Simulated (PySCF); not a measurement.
Molecule: CH₉N₂Si₂, charge -1, multiplicity 1. It need not be the lowest isomer of its formula. Whether it binds its extra electron was not tested at this geometry. SMILES: N[SiH2]N[SiH2][CH2-]
Geometry from a B3LYP-D3(BJ)/def2-TZVP (Ansatz) optimisation:
```xyz
14

C      2.6858     0.1496    -0.6803
Si     1.4312     0.1119     0.5496
N      0.0097    -0.8656     0.0779
Si    -1.6177    -0.3794     0.1230
N     -2.0870     1.0723    -0.7409
H      2.5153     0.5802    -1.6656
H      3.7281     0.1600    -0.3692
H      1.9875    -0.4002     1.8522
H      0.6069     1.3191     1.0235
H      0.2613    -1.6427    -0.5190
H     -2.4430    -1.4756    -0.4680
H     -2.1041    -0.1164     1.5039
H     -1.6872     1.9086    -0.3308
H     -1.8272     1.0686    -1.7205
```
Charge -1, spin multiplicity 1.

Dispersion corrections to the total energy (kcal/mol) from the dftd3 and dftd4 libraries through PySCF: D3(BJ) without and D4 with the three-body term, each with the damping fitted for the functional named.

```tsv
functional	D3(BJ)	D4
B3LYP	-13.46	-13.62
BLYP	-16.32	-18.42
BP86	-12.71	-11.56
TPSSh	-9.02	(withheld)
PW6B95	(withheld)	-7.21
CAM-B3LYP	-6.40	(withheld)
HF	-56.92	-28.79
```

Some entries are withheld; supply them.


- TPSSh, D4: -10.44
- PW6B95, D3(BJ): -4.28
- CAM-B3LYP, D4: -7.40
